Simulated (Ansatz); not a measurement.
Computed with Ansatz on PBE0-D4/def2-TZVP structures; ΔE is electronic, products minus reactants. CBS: MP2 limit from def2 TZ/QZ plus the TZ coupled-cluster correction, frozen cores. This one scheme is used for every species. DFT in def2-TZVPP. For As, Ga outer-core shells are correlated without core-valence functions, which leaves a few kJ/mol of doubt a bond. Scalar relativity is left out up to krypton. One conformer a species, not always the lowest.

Reaction (hydrogenolysis of a Ga–N bond): `[NH2][GaH][AsH2]` + H₂ → `[GaH2][AsH2]` + NH₃

(1) Is it downhill or uphill in electronic energy at CCSD(T)/CBS, and by how much? (Estimate.)

(2) What do these levels give: PBE-D4, BLYP-D4, B97M-V, BHLYP-D4, r2SCAN0, MP2/CBS(def2)? (An estimate is asked.)

Largest T1 diagnostic among the species: 0.013.

## Answers

(1) Computed: Uphill: ΔE = +36.8 kJ/mol.

(2) The calculation gave: PBE-D4 31.3, BLYP-D4 35.7, B97M-V 18.2, BHLYP-D4 26.6, r2SCAN0 28.1, MP2/CBS(def2) 44.7 kJ/mol.

From BLYP to BHLYP (50 % exact exchange), in def2-TZVPP and without D4, ΔE moves by −6.4 kJ/mol. The D4 term adds +6.9 kJ/mol with B3LYP and +3.7 kJ/mol with PBE0; it sums over pairs of atoms, weighted by their polarisabilities, and B3LYP, whose exchange is more repulsive, gets the larger term. At CCSD(T), def2-SVP lies −3.7 kJ/mol from the extrapolated value and def2-TZVPP −3.4 kJ/mol.

B3LYP here is the variant with VWN-RPA as its local correlation; programs differ in this.
